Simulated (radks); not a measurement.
Removal energies from the rhenium ion Re7+, [Xe] 4f14, by Delta-SCF beside the eigenvalue of the level emptied. Calculated with a radial shooting solver on a logarithmic mesh with Libxc functionals: Dirac Kohn-Sham, PBE, spin-unpolarised, spherical densities, finite nucleus; Fermi nuclear charge, rms radius of each element as measured or else 0.836 A^(1/3) + 0.57 fm. Sub-shells are occupied by j as written (lower j first in brackets).

\begin{tabular}{lrrr}
removed from & final configuration & Delta-SCF (eV) & -eigenvalue (eV) \\ \hline
5p3/2 & [Kr] 4d10 4f14 5s2 5p(1/2: 2, 3/2: 3) & 144.27 & 134.88 \\
4f7/2 & [Xe] 4f(5/2: 6, 7/2: 7) & 151.96 & 137.01 \\
4f5/2 & [Xe] 4f(5/2: 5, 7/2: 8) & 154.62 & 139.55 \\
5p1/2 & [Kr] 4d10 4f14 5s2 5p(1/2: 1, 3/2: 4) & 157.17 & 147.22 \\
\end{tabular}
